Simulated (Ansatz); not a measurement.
The cluster TiSi₆⁺. Charge 1, multiplicity 2. Geometry relaxed at PBE0-D4/def2-SVP.

```xyz
7

Ti   -0.560    0.023   -1.902
Si    0.678    1.541    1.870
Si    0.296   -0.703    1.186
Si   -1.611   -1.356   -0.078
Si    1.220    0.943   -0.443
Si   -1.113    1.132    0.246
Si    1.090   -1.579   -0.879
```

The charge 1 doublet is spin-contaminated (final ⟨S²⟩ up to 0.94, 0.75 for a pure state). The relaxation made no stability test and no search for a lower SCF solution. The structure comes from a short search, and lower isomers may exist.

Estimate the harmonic wavenumbers at UKS PBE0-D4/def2-SVP (Ansatz, unscaled). Is this a minimum?

118, 129, 155, 173, 179, 230, 242, 280, 319, 333, 340, 387, 392, 428, 483 cm⁻¹. Yes, no mode is imaginary beyond noise. Zero-point energy 25.0 kJ/mol. It took 5 min on 4 threads of Arm Neoverse V1 on a shared host, peak host memory 0.75 GiB.
